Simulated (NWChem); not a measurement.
System: GeNH₂F₃; SMILES [NH2][Ge]([F])([F])[F]

Here is an NWChem input.

```
start job
memory heap 200 mb stack 900 mb global 1100 mb
geometry units angstroms noautosym nocenter noautoz
  N     -0.008325    -1.772337     0.433118
  Ge    -0.000141    -0.017127    -0.011216
  F     -1.393793     0.358899    -0.946748
  F      1.402482     0.348102    -0.937583
  F      0.000080     1.123069     1.288865
  H     -0.842448    -2.042589     0.948151
  H      0.820373    -2.048911     0.953526
end
basis spherical
  * library cc-pvtz
end
dft
  xc xpbe96 cpbe96
  iterations 150
  semidirect filesize 400000000
end
property
  efieldgrad
end
task dft property
```

All runs use the structure optimised with B3LYP/6-31G* (spherical d).

Vzz is the largest principal value of the second derivative of the potential at the nucleus (NWChem prints the opposite sign); η is the asymmetry. Non-relativistic.

Atoms are numbered as in the input.

Question: What results follow from this input? (PBE/cc-pVTZ.) Quantities: Vzz N1 (a.u.); η N1; Vzz Ge2 (a.u.); η Ge2.

Answer: The vzz N1 (a.u.) is -0.849, the η N1 comes out as 0.02 and the vzz Ge2 (a.u.) is -0.798. The η Ge2 is 0.23.
